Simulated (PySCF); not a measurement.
## Correlation energy of Ta (tantalum, neutral)

[Xe] 4f14 5d3 6s2, high-spin 4F determinant. All numbers are calculated (PySCF 2.14, the spin-free X2C one-electron Hamiltonian (Gaussian nucleus), in ANO-RCC-VTZP). Frozen: [Xe] 4f14; 5 electrons correlated.

```
  level  correlation energy (mhartree)
   CCSD                         -76.91
    (T)                          -3.65
CCSD(T)                         -80.56
```

Diagnostics: T1 = 0.020, D1 = 0.0567, largest double amplitude 0.106.

Spin-orbit coupling, absent here, splits the open shell strongly.

Cost of the coupled-cluster step: about 20 core-seconds, for 5 correlated electrons.
